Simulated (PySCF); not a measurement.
# Distorted geometries of [Gd(PH3)]3+

[Gd(PH3)]3+ (singlet in the valence; each metal's 4f electrons, 7 of them, lie in its core potential, out of spins and levels). PySCF 2.14.0, RKS TPSS, Gd lcecp-1-SVP with ECP53, P def2-SVP, H def2-SVP; non-relativistic Hamiltonian with scalar-relativistic core potentials where named; density fitting; no spin-orbit coupling. Relaxed geometry:

```xyz
5

Gd    0.0000    0.0000   -0.4377
P     0.0000    0.0000    2.5277
H     1.3272    0.0000    3.0505
H    -0.6636    1.1494    3.0505
H    -0.6636   -1.1494    3.0505
```

Task: Order these distorted geometries by energy above the relaxed one, lowest first.
A.
```xyz
5

Gd    0.0487    0.0914   -0.4591
P     0.0571   -0.1564    2.3074
H     1.3704    0.0357    3.2576
H    -0.6153    1.1616    3.1187
H    -0.8609   -1.1322    3.0168
```
B.
```xyz
5

Gd   -0.0167   -0.0288   -0.4325
P    -0.0010    0.0134    2.5317
H     1.2855   -0.0219    3.0267
H    -0.6445    1.1812    3.0478
H    -0.6233   -1.1439    3.0676
```
C.
```xyz
5

Gd   -0.1451   -0.0999   -0.4121
P    -0.0105   -0.0368    2.7159
H     1.4509    0.1311    3.3233
H    -0.8337    1.1477    2.7534
H    -0.4617   -1.1420    2.8610
```

Result: B (0.03 eV), A (1.10 eV), C (1.40 eV).

Task: Which forces (eV/Å) act in the one that lies 1.40 eV up?

Result: 
```
Gd   0.24 -0.03  0.24
P    5.47  7.99 -2.03
H   -2.31 -0.18 -0.78
H    0.06 -0.66  0.83
H   -3.46 -7.11  1.75
```
Forces carry noise of the integration grid, about 0.01 to 0.03 eV/Å.

No frequency check is given that shows the relaxed geometry to be a minimum. An lcecp potential fixes the number of 4f electrons, so in runs with it no electron can move into or out of that shell.
